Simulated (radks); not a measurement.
Pb27+, 55 electrons, occupied as [Kr] 4d10 4f9.

All-electron calculation, non-relativistic Kohn-Sham, LDA (Slater exchange, Perdew-Wang correlation), spin-unpolarised, spherical densities, point nucleus; relativity is left out, which matters for an element this heavy. Program: a radial shooting solver on a logarithmic mesh with Libxc functionals.

Energy parts (eV):
total: -522076.73
kinetic: 521941.96
electron-nucleus: -1195613.54
Hartree: 160328.47
exchange-correlation: -8733.62

Orbitals (lengths in bohr, moments of r in powers of bohr; <r^-3> diverges for s and p1/2; r(max) is where P^2 peaks):
orbital,occ.,eigenvalue (eV),<r^-3>,r(max)
1s,2,-79777.46,-,0.01226
2s,2,-14133.55,-,0.06655
2p,6,-13645.26,19600,0.05156
3s,2,-3991.648,-,0.1812
3p,6,-3759.468,4332,0.1702
3d,10,-3325.282,775.9,0.1333
4s,2,-1466.712,-,0.3958
4p,6,-1363.690,1138,0.3930
4d,10,-1173.844,187.5,0.3808
4f,9,-919.3351,46.61,0.3254
5s,0,-740.0491,-,0.7677
5p,0,-695.3790,384.0,0.7827

The highest occupied level is 4f at -919.34 eV. Summed over all electrons, <r^2> = 5.761 bohr^2, which gives a Langevin (diamagnetic) susceptibility term of -4.56 x 10^-6 cm^3/mol. Virial ratio -V/T = 2.00026. For comparison, the ionisation energy in NIST's Atomic Spectra Database is 930 eV (theoretical). In exact Kohn-Sham theory the highest level is minus the ionisation energy, but local and semilocal functionals leave it too shallow, through self-interaction and a potential that decays too fast; potentials with the right tail come closer. The density falls to 0.001 e/bohr^3 at r = 1.24 bohr.

Beside tabulated values, note that spin-unpolarised runs miss the spin-polarisation part of the exchange energy of open shells.
